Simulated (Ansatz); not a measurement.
Start from `[AlH2][InH][Cl]` and change one atom or group to get `[OH][InH][Cl]`.

Ansatz, PBE0-D4/def2-TZVP geometries, multiplicity 1. Each molecule was computed in one conformer, which needn't be the lowest.

Elements past krypton have def2 core potentials.

| property | `[AlH2][InH][Cl]` |
| --- | --- |
| size of the dipole moment (ωB97M-V/def2-TZVPP) / D | 3.54 |
| ideal-gas entropy at 298 K and 1 bar (rigid rotor, harmonic PBE0-D4/def2-TZVP) / J/(mol·K) | 352 |
| HOMO–LUMO gap (PBE0/def2-TZVPP) / eV | 4.81 |
| zero-point energy (PBE0-D4/def2-TZVP) / kJ/mol | 53.3 |
| LUMO energy (PBE/def2-TZVPP) / eV | -3.16 |
| HOMO energy (B3LYP/def2-TZVPP) / eV | -7.04 |

(1) Give the same properties after the change, and the shifts. (Best estimate.)

## Answers

(1) The calculation gave: 
| property | `[OH][InH][Cl]` | shift |
| --- | --- | --- |
| size of the dipole moment (ωB97M-V/def2-TZVPP) / D | 1.44 | -2.10 |
| ideal-gas entropy at 298 K and 1 bar (rigid rotor, harmonic PBE0-D4/def2-TZVP) / J/(mol·K) | 314 | -38 |
| HOMO–LUMO gap (PBE0/def2-TZVPP) / eV | 7.13 | 2.32 |
| zero-point energy (PBE0-D4/def2-TZVP) / kJ/mol | 53.5 | 0.2 |
| LUMO energy (PBE/def2-TZVPP) / eV | -2.29 | 0.87 |
| HOMO energy (B3LYP/def2-TZVPP) / eV | -8.37 | -1.33 |

With PBE0 the HOMO falls by 1.40 eV and the LUMO rises by 0.92 eV, so the gap widens by about 2.32 eV. PBE moves the HOMO by -0.99 eV and ωB97M-V by -1.73 eV. The zero-point energy changes by 0.2 kJ/mol with -3 modes. Dipoles are sizes alone; their direction can turn. Modes under 60 cm⁻¹, often nearly free rotors, make the harmonic entropy too high.

B3LYP here is the variant with VWN-RPA as its local correlation; programs differ in this.
